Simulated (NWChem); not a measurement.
**Correlation energy of Tl**

SMILES: [Tl]
```xyz
1

Tl     0.0000     0.0000     0.0000
```
Charge 0, spin multiplicity 2.

All runs are NWChem calculations.

Basis set: def2-TZVP. Each correlation energy counts from its own Hartree-Fock reference.

Effective core potentials replace the inner electrons of Tl; spin-orbit coupling is left out. The correlated methods keep 4 core orbitals frozen. No SCF solution was tested for a lower state. Open-shell Hartree-Fock references start from PBE0 orbitals. Coupled-cluster values serve here as a point of comparison, not as the truth.

| method | correlation energy (mHa) |
|---|---|
| CCSD[T] on ROHF | [?] |
| CCSD on UHF | [?] |
| SCS-UMP2 | [?] |
| CCSD(T) on ROHF | -330.2 |
| UMP2 | -344.5 |
| CCSD on ROHF | [?] |
| CCSD(T) on UHF | -327.6 |
| CCSD[T] on UHF | -328.1 |

Task: Fill in the missing entries.

Result: 
- CCSD[T] on ROHF, correlation energy (mHa): -330.6
- CCSD on UHF, correlation energy (mHa): -321.4
- SCS-UMP2, correlation energy (mHa): -307.2
- CCSD on ROHF, correlation energy (mHa): -323.7
